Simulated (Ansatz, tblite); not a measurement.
Cost and result up the ladder for Mo3O9⁻ (12 atoms). The state is a doublet with charge -1. Geometry: PBE-D4/def2-SVP.

```xyz
12

Mo    0.846    0.979    1.494
Mo    1.761   -0.590   -0.676
Mo   -1.758    0.029   -0.762
O    -3.009   -0.911    0.359
O     2.201   -2.101    0.004
O    -2.478    1.110   -1.851
O     0.040   -0.425   -1.375
O    -2.534   -1.733   -0.772
O     0.982   -0.022    2.879
O     3.032    0.184   -1.528
O     1.715    2.453    1.612
O    -0.799    1.025    0.616
```

Ansatz on 4 threads of Arm Neoverse V2 on a shared host; xTB runs through tblite on one thread. Times are rough, summed over both states, and most runs start from the orbitals of an earlier one. PBE0-D4/def2-SVP serves as the yardstick here, not as an exact answer. The other state is a quartet at its own geometry.

In the def2 sets Mo takes a core potential; there is no spin–orbit coupling. The xTB rows come from tblite. The structure holds one bond between oxygen atoms, so isomers without such links may lie far lower. HOMO above LUMO, or a gap near zero within one spin, warns that the state may not be the lowest or that an electron is smeared out. The structure comes from a short search, and lower isomers may exist.

Run but left out: HF/STO-3G, HF/def2-SVP, HF/def2-SVPD, MP2/def2-SVPD (doublet: ⟨S²⟩ 2.60 to 3.05, where a pure state has 0.75).

xTB has no spin-polarisation term.

```tsv
level	functions	quartet − doublet (eV)	difference from PBE0-D4/def2-SVP (eV)	remarks
PBE-D4/def2-SVP	219	1.79	0.12	gap within one spin near zero (quartet)
r2SCANh-D4/def2-SVP	219	1.69	0.03	–
GFN2-xTB	63	3.25	1.58	–
GFN1-xTB	63	3.61	1.95	–
r2SCAN-D4/def2-SVP	219	1.77	0.10	gap within one spin near zero (quartet)
PBE0-D4/def2-SVP (with forces)	219	1.67	0.00	–
```

(1) Estimate how long each takes.

Results:

(1) GFN1-xTB 0.027 s; GFN2-xTB 0.032 s; PBE-D4/def2-SVP 25 s; PBE0-D4/def2-SVP (with forces) 40 s; r2SCANh-D4/def2-SVP 60 s; r2SCAN-D4/def2-SVP 63 s. On shared hardware such times vary by a factor of up to 3.
